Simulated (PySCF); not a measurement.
Species: 2-tert-butylfuran, C₈H₁₂O.
Atom-mapped SMILES: `[CH3:1][C:2]([CH3:3])([CH3:4])[c:5]1[cH:6][cH:7][cH:8][o:9]1` (hydrogens: H10, H11, H12 on C1; H13, H14, H15 on C3; H16, H17, H18 on C4; H19 on C6; H20 on C7; H21 on C8)

Torsions of this conformer, `[CH3:1][C:2]([CH3:3])([CH3:4])[c:5]1[cH:6][cH:7][cH:8][o:9]1`: C1–C2–C5–C6 120°.

The closed-shell ground state was solved at several levels (PySCF, density fitting, gas phase, non-relativistic). Geometry: PBE0-D3(BJ)/def2-SVP; no solvent, vibrations or thermal averaging.

```tsv
level	basis functions	total energy (Eh)	HOMO (eV)	LUMO (eV)	gap (eV)	dipole (D)
KT2/pcSseg-1	213	-393.8766	-5.30	-0.49	4.81	0.41
CAM-B3LYP/def2-SVPD	279	-386.8157	-7.62	1.30	8.92	0.50
```

(1) What might PBE0/pcSseg-1 (213 basis functions) give for the same quantities?

(2) Over all these levels, which gives the widest orbital gap and which the narrowest?

(3) How far do the dipole and the HOMO energy spread over the levels?

Results:

(1) Total energy -386.7819 Eh, HOMO -6.33 eV, LUMO 0.48 eV, gap 6.81 eV, dipole 0.44 D.

(2) CAM-B3LYP/def2-SVPD (range-separated hybrid) has the widest, 8.92 eV, and KT2/pcSseg-1 (GGA) the narrowest, 4.81 eV. Functional and basis both differ between the two, so the spread mixes both effects.

(3) The dipole runs from 0.41 to 0.50 D (mean 0.45 D) and the HOMO from -7.62 to -5.30 eV.
